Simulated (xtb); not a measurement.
Species: C10H8BF, SMILES `Bc1cc2ccc(F)ccc-2c1` (charge 0, multiplicity 1).

Give a relaxed geometry from GFN2-xTB (xtb 6.7.1).

One answer among several that fit: the end point of this relaxation, one of several conformers (outside a Z-matrix the atoms follow the SMILES, hydrogens last).
Bonds (Å): B1–C2 1.537, B1–H13 1.170, B1–H14 1.170, C2–C3 1.410, C2–C12 1.410, C3–C4 1.392, C3–H15 1.075, C4–C5 1.384, C4–C11 1.489, C5–C6 1.384, C5–H16 1.084, C6–C7 1.387, C6–H17 1.082, C7–F8 1.355, C7–C9 1.387, C9–C10 1.384, C9–H18 1.082, C10–C11 1.384, C10–H19 1.084, C11–C12 1.392, C12–H20 1.075. Angles (°): C2–B1–H13 120.0, C2–B1–H14 120.0, H13–B1–H14 120.0, B1–C2–C3 126.5, B1–C2–C12 126.5, C3–C2–C12 107.0, C2–C3–C4 110.3, C2–C3–H15 124.8, C4–C3–H15 124.9, C3–C4–C5 125.8, C3–C4–C11 106.2, C5–C4–C11 127.9, C4–C5–C6 128.4, C4–C5–H16 115.6, C6–C5–H16 116.0, C5–C6–C7 127.6, C5–C6–H17 117.7, C7–C6–H17 114.8, C6–C7–F8 113.9, C6–C7–C9 132.2, F8–C7–C9 113.9, C7–C9–C10 127.6, C7–C9–H18 114.8, C10–C9–H18 117.7, C9–C10–C11 128.4, C9–C10–H19 116.0, C11–C10–H19 115.6, C4–C11–C10 127.9, C4–C11–C12 106.2, C10–C11–C12 125.8, C2–C12–C11 110.3, C2–C12–H20 124.8, C11–C12–H20 124.9.
